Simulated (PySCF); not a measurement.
InH2, SMILES [InH2], multiplicity 2. Geometry optimised at PBE-D3(BJ)/def2-TZVPD. The def2 effective core potentials stand for the cores of In; spin–orbit coupling is left out.

**Question.** Give the equilibrium geometry at PBE-D3(BJ)/def2-TZVPD (PySCF confirms it by a frequency run) as bond lengths and angles, and its point group. (The exact figures need the calculation; the answer reports its results.)

**Answer.** point group C2v.
Atoms: In1 H2 H3. Bond lengths (Å): In1–H2 1.780, In1–H3 1.780. Bond angles (°): H2–In1–H3 120.6.
Charge 0, spin multiplicity 2.
